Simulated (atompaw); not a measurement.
## potassium (K): one change to a PAW (atompaw) potential, before and after

potassium, PAW, made with atompaw 4.2.0.5 (LDA (PW92), scalar-relativistic). Core [Ne] 3s2, reference 3p6 4s1 4p0. Waves: 4s (bound): rc 3.00 bohr; 4s channel at 3.8 Ry: rc 3.00 bohr; 3p (bound): rc 2.15 bohr; 4p (bound, empty): rc 2.75 bohr; 3d channel at 0.2 Ry: rc 3.00 bohr; 3d channel at 1.1 Ry: rc 3.00 bohr. Local part: bessel scheme, radius 2.20 bohr. Core correction: smooth core density matched at 1.85 bohr. Augmentation charge: besselshape compensation charge, radius 2.65 bohr; PAW radius 3.00 bohr; waves and projectors: custom rrkj gramschmidtortho.

Change: all radii scaled by about 0.90 (s 2.70, p 1.92, d 2.70 bohr); local potential bessel scheme, radius 1.98 bohr; augmentation besselshape compensation charge, radius 2.38 bohr; PAW radius 2.70 bohr; waves and projectors: custom rrkj gramschmidtortho; core correction smooth core density matched at 1.66 bohr.

Cutoffs: the cutoffs (Ry, on a coarse ladder) from which the occupation-weighted sum of valence levels, in a spherical-Bessel basis at the reference potential, stays within 10 and 1 mRy of its value at 400 Ry; they do not see the model core or the augmentation charge, which bear on the density cutoff.

Problem. What does the change do?

Solution. The potential gets harder (15 Ry and 30 Ry → 21 Ry and 35 Ry); a bound ghost appears in s, which as a rule spoils a file. A smaller radius makes the pseudo-wave follow the all-electron one further in, where it bends more sharply, so more plane waves are needed.

| quantity | base | changed |
| --- | --- | --- |
| cutoff, loose | 15 Ry | 21 Ry |
| cutoff, tight | 30 Ry | 35 Ry |
| loose cutoff by channel (10 mRy a level) | s 6 Ry, p 12 Ry | s 12 Ry, p 15 Ry |
| bound ghosts | none | s |
| lowest overlap eigenvalue by channel | s 1.00, p 0.09, d 0.33 | s 0.03, p 0.11, d 0.66 |

 A true bound ghost makes a file unfit for plane-wave use even where its test errors are small: the radial tests pick states by their node count and pass the ghost by. The cutoffs see the waves, projectors and local potential, not the compensation charge or the core.
